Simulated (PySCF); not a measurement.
C4H4N2.

```xyz
10

C      0.0000     0.0000    -1.3534
C      0.0000    -1.1827    -0.6181
N      0.0000    -1.1894     0.7122
C      0.0000     0.0000     1.3074
N      0.0000     1.1894     0.7122
C      0.0000     1.1827    -0.6181
H      0.0000     0.0000    -2.4449
H      0.0000    -2.1585    -1.1184
H      0.0000     0.0000     2.4042
H      0.0000     2.1585    -1.1184
```

Coordinates come from a PBE0-D3(BJ)/def2-SVP optimisation.

Method: PySCF with PBE/pcSseg-1. Non-relativistic, no solvent.

Problem. Give the absolute GIAO shielding of each atom: isotropic value and principal components (ppm). (Estimate from the structure and the level; the computed values follow.)

Solution. 
```csv
atom,σ(iso),σ11,σ22,σ33,span
C1,54.3,-61.5,57.4,167.0,228.6
C2,20.5,-92.0,11.4,142.0,234.0
N3,-73.7,-340.3,-163.7,282.9,623.1
C4,16.4,-77.6,11.9,114.8,192.4
N5,-73.7,-340.3,-163.7,282.9,623.1
C6,20.5,-92.0,11.4,142.0,234.0
H7,24.2,22.6,22.8,27.3,4.7
H8,22.5,18.9,21.8,26.7,7.8
H9,21.8,17.3,22.8,25.3,8.0
H10,22.5,18.9,21.8,26.7,7.8
```
